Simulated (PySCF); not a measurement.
Computed shifts of a molecule C2H8O2Si, PBE/pcSseg-1 in PySCF, GIAO, gas phase, atoms alike by connectivity averaged where their shifts nearly agree, in ppm (number of nuclei): ¹³C: 58.4 (1), 1.3 (1). ²⁹Si: 5.0 (1). ¹H: 5.41 (1), 3.94 (1), 3.80 (1), 1.19 (1), 1.09 (1), 0.44 (3). References: ¹³C against TMS (σ = 182.0 ppm); ²⁹Si against TMS (σ = 335.4 ppm); ¹⁷O against H2O (σ = 334.3 ppm); ¹H against TMS (σ = 31.49 ppm), references at their B3LYP-D3(BJ)/def2-TZVP geometries, non-relativistic. The structure is a stationary point at ωB97X-D3(BJ)/def2-SVP. One conformer was computed; it need not be the lowest.

Task: Pick the molecule that these values belong to.
A. OCC[SiH2]O
B. C[Si@H](O)CO
C. CC[SiH](O)O
D. C[Si](C)(O)O

Result: B, C[Si@H](O)CO
